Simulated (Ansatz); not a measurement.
Input for Ansatz (a program for electronic structure): U-CCSD(T)/6-31G on MgO, a point of a bond scan (R = 5.566 Å).

Ansatz 0.2 input:
```yaml
crystal:
  periodic: [false, false, false]
  atoms:
    - {symbol: Mg, position_ang: [-0.00000000, -0.00000000, -0.69577288]}
    - {symbol: O, position_ang: [0.00000000, 0.00000000, 4.87041016]}
basis:
  gaussian:
    orbitals: 6-31G
correlation: {method: ccsd_t, electrons: outside_noble_gas}
scf: {omitted_lower_state_checks: [cluster_reference]}
magnetization: {spin_polarized: true, initial_magnetization: 0}
```

The log:

```
Functional definition: HF
[...]
these checks for a lower state are left out or cut short: cluster_reference
integrals: 0.00 GiB planned
207 factors; integrals over basis functions are off by at most 2.1e-4 eV
mean field: 0.04 GiB planned
mean field evaluation 1: about -7431.3558 eV, gradient 4.8e1 eV
mean field evaluation 2: about -7431.3558 eV, gradient 4.8e1 eV
mean field evaluation 4: about -7412.9789 eV, gradient 8.3e1 eV
mean field evaluation 8: about -7462.2774 eV, gradient 3.7e0 eV
mean field evaluation 16: about -7463.1254 eV, gradient 2.3e0 eV
mean field evaluation 32: about -7464.9595 eV, gradient 8.3e-3 eV
mean field evaluation 64: about -7462.7198 eV, gradient 1.3e0 eV
mean field evaluation 96: about -7464.2818 eV, gradient 1.8e-5 eV
mean field evaluation 128: about -7464.2967 eV, gradient 2.4e-6 eV
mean field evaluation 160: about -7464.2840 eV, gradient 7.1e-2 eV
mean field evaluation 192: about -7464.2999 eV, gradient 2.7e-2 eV
mean field evaluation 224: about -7464.9620 eV, gradient 1.9e-2 eV
mean field evaluation 256: about -7464.2777 eV, gradient 1.0e0 eV
mean field evaluation 288: about -7464.2953 eV, gradient 8.9e-2 eV
mean field evaluation 320: about -7462.7541 eV, gradient 9.5e-2 eV
mean field evaluation 352: about -7265.7175 eV, gradient 6.4e1 eV
mean field -7464.96222721 eV, -274.3323019169 hartree, gradient 2.8e-10 eV, S^2 1.000000; 26 other end points of the search recorded, 0 dependent functions left out
6 core orbitals not correlated
reference -7464.96222721 eV, -274.3323019169 hartree; 4, 4 occupied and 12, 12 virtual orbitals, 207 factors
second order -1.92267545 eV of doubles, -0.00000000 eV of singles
coupled cluster: 0.04 GiB planned
cycle   1  -2.33703747 eV  change   -4.1e-1 eV  update   8.0e-2
cycle   2  -2.62178905 eV  change   -2.8e-1 eV  update   4.3e-2
cycle   3  -2.65285170 eV  change   -3.1e-2 eV  update   2.4e-2
cycle   4  -2.81416147 eV  change   -1.6e-1 eV  update   2.3e-2
cycle   5  -3.32827629 eV  change   -5.1e-1 eV  update   2.0e-2
cycle   6  -3.25479879 eV  change    7.3e-2 eV  update   4.7e-3
cycle   7  -3.30556598 eV  change   -5.1e-2 eV  update   3.3e-3
cycle   8  -3.32266764 eV  change   -1.7e-2 eV  update   8.7e-4
cycle   9  -3.30966783 eV  change    1.3e-2 eV  update   5.1e-4
cycle  10  -3.31448206 eV  change   -4.8e-3 eV  update   2.4e-4
cycle  11  -3.31349228 eV  change    9.9e-4 eV  update   7.0e-5
cycle  12  -3.31337743 eV  change    1.1e-4 eV  update   3.0e-5
cycle  13  -3.31372445 eV  change   -3.5e-4 eV  update   1.7e-5
cycle  14  -3.31365811 eV  change    6.6e-5 eV  update   6.9e-6
cycle  15  -3.31365886 eV  change   -7.5e-7 eV  update   3.5e-6
coupled cluster: 0.04 GiB planned
perturbative correction -0.29748801 eV, -0.0109324825 hartree
WARN: the results are in doubt because among natural orbitals full CI differs from the method by +2.251 eV
Total energy: -7468.57337407 eV, -274.4650091163 hartree
In doubt: among natural orbitals full CI differs from the method by +2.251 eV
Checks for a lower state left out: cluster_reference
```

Self-consistency was reached. Its determinant has ⟨S²⟩ = 1.00, a mixture of spin states.

Warnings raised: large difference.

Cost: about 2.8 core-seconds (a rough figure).
